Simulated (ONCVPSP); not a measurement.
**An all-electron radial function and its pseudo partner (O)**

Columns: radius, all-electron u(r) and pseudo u(r) of the 2p shell (level -9.03 eV) of oxygen in the configuration [He] 2s2 2p4; PBE, scalar-relativistic, ONCV scheme, ONCVPSP 4.0.1.

```csv
r (bohr),all-electron,pseudo
0.065,0.0499,0.0187
0.130,0.1566,0.0725
0.195,0.2809,0.1563
0.260,0.4025,0.2621
0.325,0.5116,0.3804
0.390,0.6045,0.5010
0.455,0.6805,0.6149
0.520,0.7405,0.7142
0.585,0.7852,0.7935
0.650,0.8163,0.8503
0.715,0.8355,0.8848
0.780,0.8447,0.8990
0.845,0.8455,0.8968
0.910,0.8395,0.8824
0.975,0.8281,0.8599
1.040,0.8124,0.8328
1.105,0.7934,0.8041
1.170,0.7720,0.7759
1.235,0.7487,0.7494
1.300,0.7243,0.7243
1.365,0.6990,0.6990
1.430,0.6734,0.6734
1.495,0.6476,0.6475
1.560,0.6219,0.6218
1.625,0.5964,0.5964
1.690,0.5714,0.5714
```

Task: How many radial nodes do the two functions have?

Result: The all-electron 2p function has n − l − 1 = 0; the pseudo-wave has 0.

Task: At about which radius was the pseudo-wave matched?

Result: 1.30 bohr, where the columns begin to agree (steps of 0.07 bohr).

Task: Where does each function peak?

Result: Outermost all-electron maximum near 0.84 bohr, pseudo maximum near 0.78 bohr (to the table’s step).

Task: Is the pseudo-wave norm-conserving?

Result: Yes: the ONCV scheme keeps the norm inside the radius equal to the all-electron one, which fixes the energy derivative of the logarithmic derivative at the level.
